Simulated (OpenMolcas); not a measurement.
Potential curves of H₂⁺: spin-free states

Calculated with OpenMolcas 26.06: state-averaged CASSCF(1,2) over H 1s, H 1s, XMS-CASPT2 (IPEA 0.25, imaginary shift 0.2 hartree), scalar X2C, ANO-RCC-VTZP, then RASSI spin–orbit state interaction with atomic mean-field integrals. C2 symmetry about the axis (a holds Σ, Δ, Γ; b holds Π, Φ, H; Σ⁺ and Σ⁻ are not told apart); roots by multiplicity and irrep: 2a 1.

XMS-CASPT2 energies in eV from the lowest point. Curves are followed by energy order within each symmetry, so they are adiabatic and may change character at avoided crossings and where g and u states cross; Σ⁺ and Σ⁻ are counted together.

```
R (Å)  (1)2Σ
0.743  0.839
0.786  0.566
0.825  0.380
0.864  0.240
0.907  0.129
0.950  0.056
1.011  0.004
1.089  0.000
1.210  0.089
1.382  0.324
1.642  0.759
1.987  1.319
```

g and u states are not told apart. Only roots inside an energy window near the equilibrium distance were included, so the list of states is not complete; labels number the states computed. Each spin and symmetry block has orbitals of its own, averaged over its own roots, so gaps between blocks are less sure than gaps within one and near the minimum can be off by tenths of an eV, in bad cases by more. No Rydberg orbitals are active, so Rydberg states, and σ→σ* states whose orbital the CASSCF left unused, can be missing between those listed. At stretched bonds a block can hold a wrong CASSCF solution and miss its lowest state; points past a visible jump are left out. No roots were computed in block 2b (none fell in the window or the block failed), so states of that kind are missing and can lie low or lowest. Points that failed a check (symmetry, reference weights, a jump) are left out.
